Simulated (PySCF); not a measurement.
Job file and geometry (Å, from GFN2-xTB) of an NMR shielding run on SMILES F[PH+]([BH2-]C#N)F, CH₃BF₂NP, GIAO PBE0/pcSseg-1 NMR shielding, non-relativistic, gas phase (PySCF 2.14.0, density-fitted response routines); density fitting, a coarse starting grid and PySCF grid level 2 are the driver's defaults:

```
{"job": {"kind": "nmr", "xc": "PBE0", "basis": "pcSseg-1"}, "charge": 0, "multiplicity": 1}
N     -2.350527     1.262682     0.182275
C     -1.623341     0.386234     0.041874
B     -0.620316    -0.785937    -0.121937
P      0.968432     0.200097     0.153394
F      1.245610     1.233376    -1.019159
F      2.382252    -0.538729     0.040560
H     -0.733564    -1.592691     0.736111
H     -0.581153    -1.214975    -1.226153
H      1.326168     1.055937     1.187856
```

Problem. What does the program print?

Solution. 
```
coarse grid: 8896 points
cycle   1  E = -659.8949299017  dE =  8.283e-01  |g| = 7.896e-01  |ddm| = 2.777e+00
cycle   2  E = -659.7111492519  dE =  1.838e-01  |g| = 1.304e+00  |ddm| = 1.598e+00
cycle   3  E = -660.0125635570  dE = -3.014e-01  |g| = 2.176e-01  |ddm| = 9.763e-01
cycle   4  E = -660.0225862297  dE = -1.002e-02  |g| = 8.122e-02  |ddm| = 1.875e-01
cycle   5  E = -660.0238323385  dE = -1.246e-03  |g| = 2.489e-02  |ddm| = 6.031e-02
cycle   6  E = -660.0239626073  dE = -1.303e-04  |g| = 1.542e-03  |ddm| = 2.321e-02
cycle   7  E = -660.0239632262  dE = -6.190e-07  |g| = 4.779e-04  |ddm| = 2.316e-03
final grid: 84664 points
cycle   8  E = -660.0673149214  dE = -2.264e-05  |g| = 4.415e-03  |ddm| = 2.040e-02
cycle   9  E = -660.0673154893  dE = -5.679e-07  |g| = 4.375e-03  |ddm| = 9.318e-03
cycle  10  E = -660.0673202400  dE = -4.751e-06  |g| = 1.058e-03  |ddm| = 4.644e-03
cycle  11  E = -660.0673204633  dE = -2.233e-07  |g| = 2.559e-04  |ddm| = 7.359e-04
cycle  12  E = -660.0673204767  dE = -1.336e-08  |g| = 9.331e-05  |ddm| = 2.011e-04
cycle  13  E = -660.0673204781  dE = -1.430e-09  |g| = 2.195e-05  |ddm| = 6.904e-05
cycle  14  E = -660.0673204782  dE = -7.185e-11  |g| = 4.448e-06  |ddm| = 1.891e-05
converged SCF energy = -660.0673204782

GIAO shielding tensors (ppm)
atom      isotropic    diamagn.    paramagn.     s11        s22        s33       span
  0 N      -85.904     338.357    -424.260   -302.950   -249.242    294.481    597.432
  1 C       64.151     262.157    -198.006    -58.199    -38.169    288.821    347.020
  2 B      146.421     191.570     -45.149    139.885    143.227    156.152     16.267
  3 P      138.566     960.875    -822.309     10.302    102.438    302.960    292.658
  4 F      287.369     472.137    -184.767    150.869    300.715    410.524    259.655
  5 F      272.013     470.621    -198.608    134.289    296.952    384.797    250.509
  6 H       29.844      27.473       2.370     26.533     29.224     33.775      7.243
  7 H       29.433      27.355       2.078     26.495     28.664     33.141      6.647
  8 H       23.641      27.467      -3.826     20.570     20.972     29.381      8.811
```

Size and cost of the density-fitted run: 124 basis functions, of the order of 28 core-seconds.
